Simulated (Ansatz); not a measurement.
The same path of F3H3NOTa + FH (11 atoms, charge 0, multiplicity 1) was run twice with different band settings. Lost on the way: F10–H11. Made: Ta1–F10, N2–H11.

The calculation used Ansatz, RKS B3LYP-D4/def2-SVP.

Relaxed end points:

```xyz
11
Properties=species:S:1:pos:R:3
Ta -0.036 0.328 0.036
N 1.932 -0.166 0.214
H 2.477 0.164 1.012
H 2.526 -0.227 -0.613
F 0.228 0.960 1.807
F 0.335 0.079 -1.810
F -1.039 1.874 -0.370
O -1.040 -1.209 0.381
H -0.570 -2.047 0.593
F 1.150 -2.702 0.789
H 1.605 -1.874 0.609
```

```xyz
11
Properties=species:S:1:pos:R:3
Ta 0.056 -0.601 0.260
N 2.321 0.018 0.179
H 2.538 0.747 0.861
H 2.587 0.359 -0.747
F 0.333 -0.070 2.072
F 0.439 -0.946 -1.577
F -0.119 1.245 -0.188
O -1.736 -1.108 0.331
H -2.648 -1.402 0.380
F 0.890 -2.266 0.684
H 2.906 -0.793 0.392
```

Common settings: movable images 7; climbing image yes; spring 5.0 eV/Å²; optimiser quadratic models (default); start path through a guess of the saddle point; iteration limit 60; end points relaxed.

| run | force threshold |
| --- | --- |
| 1 | 0.05 eV/Å |
| 2 | 0.2 eV/Å |

Q: What does each run give, and how far can it be trusted?

A: Run 1: converged after 19 iterations, highest image 0.037 eV above the first end. A vibrational analysis at the climbing image gives one clearly imaginary mode, 93i cm⁻¹: a first-order saddle point.
Run 2: converged after 20 iterations, highest image 0.037 eV above the first end. The threshold of 0.2 eV/Å is loose, so the images may lie well off the minimum-energy path. Another band between the same ends (7 images) ends at a top of the same energy, where a vibrational analysis finds 1 clearly imaginary mode.
The orbitals stay closed-shell, which can raise the energy where a bond breaks towards radicals; this wasn't checked here.
